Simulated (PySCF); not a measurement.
AlI3, charge +1, doublet, geometry from GFN2-xTB (such geometries of metal compounds can be far from the true shape) (a state made from the parent by changing its charge; the spin is typed, not shown lowest) (all electrons, no relativity); PySCF with SVWN5/STO-3G.

Input for PySCF:
```python
from pyscf import gto, scf, dft

mol = gto.Mole()
mol.atom = '''
    Al   -0.00000000   -0.00000000    0.00000000
    I    -2.07224778   -1.45191554   -0.05314985
    I     0.00664891    2.23940983   -1.17902243
    I     2.06559887   -0.78749429    1.23217228
'''
mol.basis = 'sto-3g'
mol.charge = 1
mol.spin = 1
mol.verbose = 3
mol.build()

mf = dft.UKS(mol)
mf.xc = 'lda,vwn'
mf.kernel()
```

The log (banner, timings and long lists left out):

```
SCF not converged.
SCF energy = -20778.5380203136 after 50 cycles  <S^2> = 0.75027775  2S+1 = 2.0002777
```

Convergence was not reached.
